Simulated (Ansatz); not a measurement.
An input meant for Ru₃H (charge 0, doublet).

```yaml
crystal:
  periodic: [false, false, false]
  atoms:
    - {symbol: Ru, position_ang: [0.208788, 0.155718, -0.953953]}
    - {symbol: Ru, position_ang: [1.378223, -0.300354, 1.173874]}
    - {symbol: Ru, position_ang: [-0.900558, -1.240620, 0.365562]}
    - {symbol: H, position_ang: [-0.686453, 1.385246, -0.585484]}
basis:
  gaussian: {orbitals: def2-mTZVP}
total_charge: -2
magnetization: {spin_polarized: true, initial_magnetization: 1}
hamiltonian: {xc: {name: LC-wPBE}, pseudopotentials: {relativity: none}}
output: {forces: true}
```

```sh
$ ansatz run in.yaml --threads 4 --pin off --events-out ev --progress --plain --max-ram 3916MiB
```

Output, abridged:

```
Functional definition: LC-wPBE
1022 factors; their error is unknown
379 factors; integrals over basis functions are off by at most 2.8e-5 eV
mean field evaluation 1: about -7731.0138 eV, gradient 6.6e1 eV
mean field evaluation 2: about -7307.6686 eV, gradient 2.5e2 eV
mean field evaluation 4: about -7741.7191 eV, gradient 4.8e1 eV
mean field evaluation 8: about -7753.1104 eV, gradient 4.3e0 eV
mean field evaluation 16: about -7755.7162 eV, gradient 3.2e0 eV
mean field evaluation 32: about -7756.3566 eV, gradient 5.1e-5 eV
mean field evaluation 64: about -7705.3888 eV, gradient 5.6e1 eV
mean field evaluation 96: about -7740.4685 eV, gradient 8.6e1 eV
mean field evaluation 128: about -7737.5523 eV, gradient 8.4e1 eV
mean field evaluation 160: about -7711.8578 eV, gradient 6.2e1 eV
mean field evaluation 192: about -7719.8094 eV, gradient 7.1e1 eV
mean field evaluation 224: about -7728.8997 eV, gradient 7.4e1 eV
mean field evaluation 256: about -7729.8017 eV, gradient 7.7e1 eV
mean field evaluation 288: about -7736.0552 eV, gradient 7.9e1 eV
mean field evaluation 320: about -7735.4841 eV, gradient 7.7e1 eV
mean field evaluation 352: about -7756.1351 eV, gradient 2.9e0 eV
mean field evaluation 384: about -7755.5788 eV, gradient 2.4e0 eV
mean field evaluation 416: about -7755.9869 eV, gradient 2.9e-1 eV
mean field evaluation 448: about -7734.9439 eV, gradient 6.3e1 eV
mean field evaluation 480: about -7751.1866 eV, gradient 9.5e0 eV
mean field evaluation 512: about -7756.8269 eV, gradient 8.4e-1 eV
mean field -7756.89456470 eV, -285.0606174408 hartree, gradient 3.2e-6 eV, S^2 4.610708; 11 other end points of the search recorded, 0 dependent functions left out
reference -7756.89456470 eV, -285.0606174409 hartree; 26, 25 occupied and 76, 77 virtual orbitals, 1022 factors
Total energy: -7756.89456470 eV, -285.0606174409 hartree
Atom 0 at     0.208788     0.155718    -0.953953 Å, force     0.723008     0.645625    -1.739708 eV/Å
Atom 1 at     1.378223    -0.300354     1.173874 Å, force     0.863082     0.151754     0.821874 eV/Å
Atom 2 at    -0.900558    -1.240620     0.365562 Å, force    -1.350482    -1.453020     0.802197 eV/Å
Atom 3 at    -0.686453     1.385246    -0.585484 Å, force    -0.235608     0.655640     0.115637 eV/Å
Dipole moment:    -0.367201    -0.009067    -0.644271 e Å
```

In this input the charge is far from what the species holds (-2 typed, 0 meant). The run converged. The result belongs to that input, not to the species as meant.

In the def2 sets Ru takes a core potential; there is no spin–orbit coupling. LC-ωPBE has ω = 0.4 bohr⁻¹. A multiply charged anion in the gas phase is held together partly by the finite basis. The highest occupied level of an anion often lies above zero with these methods, and sets without diffuse functions describe the outer electron poorly. The charge -2 doublet is spin-contaminated (final ⟨S²⟩ up to 4.61, 0.75 for a pure state).
